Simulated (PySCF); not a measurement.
C3H3IO.
Geometry (PBE0-D3(BJ)/def2-SVP, Å), atoms numbered from 1 in this order:
```xyz
8
C3H3IO angstrom
O     -2.0875   -0.2889   -1.1453
C     -1.1807    0.1875   -0.5094
C      0.0638   -0.5453   -0.2187
C      1.1053   -0.0985    0.4929
I      1.2794    1.7717    1.4069
H     -1.2335    1.2266   -0.1013
H      0.1180   -1.5568   -0.6372
H      1.9913   -0.7153    0.6602
```

Method used: PBE0-D3(BJ)/def2-SVP geometry optimisation, gas phase, def2 core potentials past Kr (PySCF).

Masses are those of the commonest isotopes; rigid-rotor values at the optimised geometry. The values belong to one conformer with, in the numbering `[O:1]=[CH:2]/[CH:3]=[CH:4]\[I:5]`, O1–C2–C3–C4 -179°.

Q: What are A, B and C (GHz)?

A: Ia = 48.49, Ib = 474.26, Ic = 522.75 u·Å²; 505379 MHz·u·Å²/I gives 10422, 1066 and 966.8 MHz, that is A = 10.422, B = 1.0656, C = 0.9668 GHz.

Q: What kind of rotor is it?

A: A near-prolate asymmetric top. Ray's parameter κ = (2B − A − C)/(A − C) = -0.979; −1 is the prolate and +1 the oblate limit.

Q: What does the inertial defect say?

A: Planar: Δ = Ic − Ia − Ib = -0.01 u·Å². For a rigid frame Δ = −2 Σ m c², so it vanishes when all atoms lie in the ab plane; here none is more than 0.03 Å from it.

Q: Where do the levels up to J = 3 lie, in MHz?

A: Above 0(0,0):
J = 1: 1(0,1) 2032, 1(1,1) 11389, 1(1,0) 11487
J = 2: 2(0,2) 6096, 2(1,2) 15355, 2(1,1) 15651, 2(2,1) 43720, 2(2,0) 43720
J = 3: 3(0,3) 12190, 3(1,3) 21303, 3(1,2) 21896, 3(2,2) 49817, 3(2,1) 49821, 3(3,1) 96845, 3(3,0) 96845

Q: Which lines would a microwave search look for?

A: The dipole components are |μa| = 2.22 D, |μb| = 1.43 D, |μc| = 0.00 D; the mirror of this Cs structure is the ab plane, so μc vanishes by symmetry (the 0.02 D computed is a residue) and there are no c-type lines. The squared components, which scale the intensities, stand as 1.00 : 0.41 (a : b). Some of the stronger lines:

```csv
type,branch,"J(Ka,Kc)",MHz,lower level (cm⁻¹)
a,R,"1(0,1) ← 0(0,0)",2032,0.000
a,R,"2(1,2) ← 1(1,1)",3966,0.380
a,R,"2(0,2) ← 1(0,1)",4064,0.068
a,R,"2(1,1) ← 1(1,0)",4164,0.383
b,Q,"1(1,0) ← 1(0,1)",9455,0.068
b,Q,"2(1,1) ← 2(0,2)",9555,0.203
b,R,"1(1,1) ← 0(0,0)",11389,0.000
b,R,"2(1,2) ← 1(0,1)",13322,0.068
b,Q,"2(2,0) ← 2(1,1)",28069,0.522
b,Q,"2(2,1) ← 2(1,2)",28365,0.512
b,R,"2(2,1) ← 1(1,0)",32232,0.383
b,R,"2(2,0) ← 1(1,1)",32332,0.380
```

No frequency check. Constants of a rigid frame at the computed geometry: no zero-point averaging, no centrifugal distortion. Quadrupole hyperfine structure (127I) is left out.
